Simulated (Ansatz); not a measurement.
The cluster Pt₃, relaxed as a singlet with RKS PBE-D4/def2-TZVP in Ansatz, starting from the GFN2-xTB geometry. Force threshold 0.02 eV/Å.

In the def2 sets Pt takes a core potential; there is no spin–orbit coupling. The restricted singlet is unstable: a solution with broken spin symmetry lies lower. At PBE-D4/def2-TZVP a triplet of charge 0 lies 0.09 eV below the restricted singlet, each at its own geometry. The structure comes from a short search, and lower isomers may exist.

Start:

Cartesian coordinates in Å:
```
Pt 1.241 0.375 0.631
Pt -0.313 -1.392 -0.204
Pt -0.927 1.018 -0.427
```

```
step  energy (eV)  largest force component (eV/Å)  SCF passes
   1   -9746.2331                           0.407          28
   2   -9746.2334                           0.430          22
   3   -9746.2428                           0.003          22
```

Force components are those of the run's own axes.

End:

```xyz
3

Pt    1.229    0.371    0.625
Pt   -0.310   -1.379   -0.202
Pt   -0.919    1.008   -0.423
```

By distances, no bond broke or formed. The bond that changes most is Pt1–Pt2, from 2.50 to 2.47 Å (atoms count from 1).

No frequencies were taken in this run, so the end may be a saddle point.

Run time 3.8 s (4 threads of Arm Neoverse V1 on a shared host).
